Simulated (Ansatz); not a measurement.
## Ansatz (development build ahead of 0.2.0) run

```yaml
crystal:
  periodic: [false, false, false]
  atoms:
    - { symbol: H, position_ang: [-1.14805, -1.14544, -0.77799] }
    - { symbol: H, position_ang: [-1.15515, -1.1454, -1.52055] }
    - { symbol: H, position_ang: [-1.15353, -1.14739, 1.52728] }
    - { symbol: H, position_ang: [-1.14683, -1.14579, 0.77838] }
    - { symbol: H, position_ang: [-1.14799, 1.15165, -0.77217] }
    - { symbol: H, position_ang: [-1.15076, 1.14544, -1.52691] }
    - { symbol: H, position_ang: [-1.14962, 1.14453, 1.5168] }
    - { symbol: H, position_ang: [-1.14589, 1.14857, 0.78356] }
    - { symbol: H, position_ang: [1.14525, -1.14864, -0.77408] }
    - { symbol: H, position_ang: [1.15583, -1.15438, -1.52595] }
    - { symbol: H, position_ang: [1.14511, -1.1464, 1.51681] }
    - { symbol: H, position_ang: [1.14967, -1.15251, 0.77228] }
    - { symbol: H, position_ang: [1.1554, 1.15026, -0.77385] }
    - { symbol: H, position_ang: [1.15205, 1.14793, -1.52229] }
    - { symbol: H, position_ang: [1.14615, 1.14636, 1.52504] }
    - { symbol: H, position_ang: [1.14683, 1.14943, 0.77354] }
basis:
  gaussian: { orbitals: cc-pVDZ }
hamiltonian:
  xc: hf
correlation:
  method: mp2
  frozen_orbitals: { H: 0 }
```

The input is written out in the form of the current development build from the run's settings.

Results

* Converged: yes
* Reference energy: -8.95640 hartree
* Correlation energy: -0.22749 hartree
* Total energy: -9.18389 hartree
* Spin squared of the determinant: 0.000
